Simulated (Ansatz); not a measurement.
# The atomisation energy (no zero-point term) down a group: O to Se

All atoms of one element are swapped for its congeners: SiH(OH)3; SiH(SH)3; SiH(SeH)3. All are singlets with charge 0.

Shapes, held fixed at every level: PBE0-D4/def2-TZVP. Flexible molecules stand in one conformer, not always the lowest. Programs: Ansatz 0.2.0. Values in eV.

```
               level  SiH(OH)3  SiH(SH)3  SiH(SeH)3
   PBE-D4/def2-TZVPP     32.83     25.12      22.81
r2SCAN-D4/def2-TZVPP     32.58     25.05      22.76
 B3LYP-D4/def2-TZVPP     32.36     24.66      22.41
  PBE0-D4/def2-TZVPP     32.02     24.82      22.49
  wB97M-V/def2-TZVPP     32.70     25.16      22.38
   B2PLYP/def2-TZVPP     32.24     24.27      22.01
  CCSD(T)/def2-TZVPP     31.80     24.01      21.93
```

At CCSD(T)/def2-TZVPP the atomisation energy falls at every step, from 31.80 to 21.93 eV. Every level shows the same order. Relativity is left out for Se unless named. Correlated rows may include outer-core shells of Se, which these sets cover unevenly. Spin-orbit coupling, which grows down the group, is left out (summed over each molecule's free atoms 0.05, 0.09, 0.37 eV).
